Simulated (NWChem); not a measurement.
Species: C₃H₅Br; SMILES BrC1CC1

Computed with NWChem. The geometry was optimised at PBE0/def2-SVP. Level: PBE/def2-SVP with SMD (1 M gas to 1 M solution), gas-phase geometry.

What does the run give for solvent acetone? Quantities: solvation free energy (kcal/mol); cavity-dispersion-structure term (kcal/mol); dipole in solution (D).

The solvation free energy (kcal/mol) is -5.1. The cavity-dispersion-structure term (kcal/mol) comes out as -2.9. The dipole in solution (D) is 2.17.
